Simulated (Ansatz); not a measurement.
Reactions of `N=[C](Cl)[AlH][F]`.

Gas-phase electronic energies from Ansatz, PBE0-D4/def2-TZVP geometries. CBS: MP2 limit from def2 TZ/QZ plus the TZ coupled-cluster correction, frozen cores. This one scheme is used for every species, atoms too. No spin–orbit coupling; open shells (•) take unrestricted orbitals. Spin–orbit coupling would lower the free atoms: a little for Al, C, Cl, F. Each species was taken in one conformer, which may not be the lowest.

(1) Order these by ΔE at CCSD(T)/CBS, lowest first. (Estimate.)
A. `N=[C](Cl)[AlH][F]` + `C=COC` → `C=C[O][AlH][F]` + `CC(=N)Cl`
B. `N=[C](Cl)[AlH][F]` → Al• + C• + Cl• + F• + 2 H• + N•
C. `N=[C](Cl)[AlH][F]` + `CF` → `F[CH2][AlH][F]` + `N=CCl`
D. `N=[C](Cl)[AlH][F]` + CH₄ → `CC(=N)Cl` + `[F][AlH2]`

Largest T1 diagnostic: 0.018, for Al•.

Answers

(1) A (-191.7 kJ/mol), D (+30.3 kJ/mol), C (+46.3 kJ/mol), B (+2513.2 kJ/mol).
